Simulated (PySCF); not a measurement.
## Nuclear quadrupole coupling in `CC(C)S[C@H](C)C(C)C`

Species: C8H18S.
Structure used (GFN2-xTB), in Å, numbered top down from 1:
```xyz
27
C8H18S angstrom
C      3.3142    0.3416    0.4245
C      2.0339   -0.3985    0.0729
C      1.8786   -1.6737    0.8846
S      0.6160    0.7339    0.3859
C     -0.6315    0.0385   -0.7797
C     -0.4887    0.7144   -2.1350
C     -2.0410    0.1475   -0.1844
C     -2.4086    1.5846    0.1747
C     -2.1659   -0.7513    1.0444
H      3.3080    0.6180    1.4765
H      3.4072    1.2490   -0.1676
H      4.1778   -0.2931    0.2336
H      2.0149   -0.6211   -0.9976
H      0.9464   -2.1808    0.6442
H      1.8772   -1.4401    1.9469
H      2.7030   -2.3538    0.6765
H     -0.3807   -1.0219   -0.8754
H      0.5097    0.5502   -2.5366
H     -1.2130    0.3084   -2.8397
H     -0.6436    1.7861   -2.0466
H     -2.7395   -0.2131   -0.9510
H     -2.4385    2.2165   -0.7087
H     -3.3885    1.6123    0.6455
H     -1.6774    1.9914    0.8698
H     -3.1712   -0.6975    1.4546
H     -1.4627   -0.4326    1.8099
H     -1.9562   -1.7883    0.7882
```

Field gradients from the PBE0/pcSseg-1 density (PySCF, non-relativistic), principal values in atomic units, ordered |Vxx| ≤ |Vyy| ≤ |Vzz|:

```csv
atom,Vxx,Vyy,Vzz
S4,0.6200,2.3452,-2.9652
```

Problem. Find the asymmetry η = (Vxx − Vyy)/Vzz and the couplings χ = eQV/h (234.96 MHz × Q in barn × V in au), with Q(33S) = −0.0678 b.

Solution. 
```
atom     environment  nucleus     η  χzz (MHz)  χxx (MHz)  χyy (MHz)
  S4  sulfide sulfur      33S  0.58      47.24      -9.88     -37.36
```

The tensor is traceless: Vxx + Vyy + Vzz = 0.

Problem. What is Vzz at S4 in SI units (1 au = 9.71736 × 10²¹ V/m²)?

Solution. -2.9652 au = -28.814 × 10²¹ V/m².

Problem. And the gradient at the other heavy atoms, for which no coupling is worked out here?

Solution. 
```tsv
atom	environment	Vzz (au)	η
C1	methyl carbon	0.080	0.32
C2	sp3 carbon bound to sulfur	0.255	0.15
C3	methyl carbon	0.065	0.26
C5	sp3 carbon bound to sulfur	0.264	0.08
C6	methyl carbon	0.066	0.32
C7	sp3 CH carbon	0.051	0.68
C8	methyl carbon	0.052	0.19
C9	methyl carbon	0.059	0.77
```

Were the hydrogens deuterons (Q(2H) = 0.00286 b), χzz would run from 196 kHz (H21) to 214 kHz (H22 and H25).

Geometry: GFN2-xTB, one conformer, isolated molecule. GFN2-xTB bond lengths can be off by several hundredths of an ångström, more for odd bonds, and the gradients follow them. These gradients aren't converged with respect to the basis.
